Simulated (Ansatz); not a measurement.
Born–Oppenheimer molecular dynamics of GaH₃ (4 atoms, charge 0, multiplicity 1). It starts from a relaxed structure.

Level of theory: RKS B3LYP/def2-mTZVP (Ansatz).

| Item | Value |
| --- | --- |
| ensemble | NVT, Nosé–Hoover chain |
| time step | 0.5 fs |
| steps asked | 500 |
| set temperature | 300 K |
| thermostat | time constant 300 fs, chain length 3 |
| seed | 294494 |

First frame:

```xyz
4
Properties=species:S:1:pos:R:3
Ga 0.000 0.000 0.000
H 0.000 0.000 1.573
H 1.362 0.000 -0.786
H -1.362 0.000 -0.786
```

(1) How far do the bonds stretch over the last three quarters of this one trajectory? (Pairs bonded in most of those frames.)

Results:

(1) 
| bond | mean (Å) | spread (Å) | shortest | longest |
| --- | --- | --- | --- | --- |
| Ga1–H2 | 1.575 | 0.010 | 1.56 | 1.59 |
| Ga1–H3 | 1.576 | 0.027 | 1.53 | 1.62 |
| Ga1–H4 | 1.579 | 0.044 | 1.51 | 1.65 |

Mean temperature of the second half: 167 K. The conserved energy stayed within 0.11 meV per atom of its start (net change 0.079 meV per atom), so the integration is sound. The mean temperature of the second half is 44 % below the set value. A run of 0.25 ps of so small a system gives no equilibrium averages.

The run took 6.1 min on 1 thread of Arm Neoverse V1, with other jobs on the host, peak memory 0.078 GiB.
